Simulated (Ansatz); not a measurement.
Reactions of C₂H₆AlB, SMILES `B[C](=C)[AlH2]`.

Program: Ansatz. Geometries: PBE0-D4/def2-TZVP. ΔE: electronic, gas phase. CBS: MP2 limit from def2 TZ/QZ plus the TZ coupled-cluster correction, frozen cores. This one scheme is used for every species, atoms too. Double bonds are as drawn, so ΔE can hold a change between cis and trans. DFT in def2-TZVPP. No spin–orbit coupling; open shells (•) take unrestricted orbitals. Spin–orbit coupling would lower the free atoms: a little for Al, B, C. Elements past krypton have def2 core potentials. Bonds to In are less sure, by a few kJ/mol each and by 10 to 20 or more in all where they break to atoms, as the def2 sets lack core-valence functions. One conformer a species, not always the lowest.

| reaction | CCSD(T)/CBS(def2) (kJ/mol) |
| --- | --- |
| `B[C](=C)[AlH2]` + `[Cl][InH2]` → `[AlH2][InH][Cl]` + `BC=C` | -52 |
| `B[C](=C)[AlH2]` + `C=C=CN` → `BNC=C=C` + `C=[CH][AlH2]` | ? |
| `B[C](=C)[AlH2]` + `NB(O)F` → `OB(F)[NH][AlH2]` + `BC=C` | -103 |
| `B[C](=C)[AlH2]` + `F/C=C\S` → `F/C=C/[S][AlH2]` + `BC=C` | ? |
| `B[C](=C)[AlH2]` + `CBS` → `BSBC` + `C=[CH][AlH2]` | -54 |
| `B[C](=C)[AlH2]` + `C1=CC1` → `BC1=CC1` + `C=[CH][AlH2]` | -42 |
| `B[C](=C)[AlH2]` + `[NH2][AlH2]` → `B[NH][AlH2]` + `C=[CH][AlH2]` | -108 |
| `B[C](=C)[AlH2]` + `C[SiH2]C` → `C[SiH](C)[AlH2]` + `BC=C` | 12 |
| `B[C](=C)[AlH2]` + H₂ → `BC=C` + `[AlH3]` | ? |
| `B[C](=C)[AlH2]` → Al• + B• + 2 C• + 6 H• | 3506 |

Q: Fill in the missing values. (An estimate is asked.)

A: The calculation gave: `B[C](=C)[AlH2]` + `C=C=CN` → `BNC=C=C` + `C=[CH][AlH2]`: -135.9 kJ/mol; `B[C](=C)[AlH2]` + `F/C=C\S` → `F/C=C/[S][AlH2]` + `BC=C`: -104.2 kJ/mol; `B[C](=C)[AlH2]` + H₂ → `BC=C` + `[AlH3]`: -13.5 kJ/mol.

Largest T1 diagnostic: 0.018, for Al•.
